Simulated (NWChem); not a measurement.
Molecule: C3H2FNS; SMILES c1(F)scnc1

```xyz
8

F      0.1136    -2.1269     0.0000
C      0.2105    -0.8035     0.0000
C      1.3602    -0.0424     0.0000
N      1.1419     1.3121     0.0000
C     -0.1340     1.5916     0.0000
S     -1.2188     0.2052     0.0000
H      2.3766    -0.4598     0.0000
H     -0.5551     2.6082     0.0000
```
Atoms are numbered in this order, from 1.

Level: PBE-D3(BJ)/def2-SVP (NWChem), optimised geometry, unscaled harmonic frequencies. 

Question: List the harmonic frequencies with IR intensities, and the thermochemistry.

Answer: 
```
frequency (cm⁻¹)  IR intensity (km/mol)
----------------  ---------------------
274                                 0.3
355                                 1.1
492                                 0.1
534                                 1.4
600                                 4.7
694                                11.0
707                                 4.4
736                                29.7
812                                14.7
831                                47.0
1120                                6.6
1187                               24.6
1224                               80.9
1319                               12.1
1473                               68.6
1553                              103.6
3152                                0.1
3160                                2.6
```

- zero-point energy: 28.9 kcal/mol
- thermal correction to the enthalpy at 298.15 K (with zero-point energy): 32.5 kcal/mol
- heat capacity Cv: 17.3 cal/(mol K)
- entropy at 298.15 K and 1 atm (symmetry number 1): 72.3 cal/(mol K)
- dipole moment: 1.00 D

Rigid rotor and harmonic oscillator.
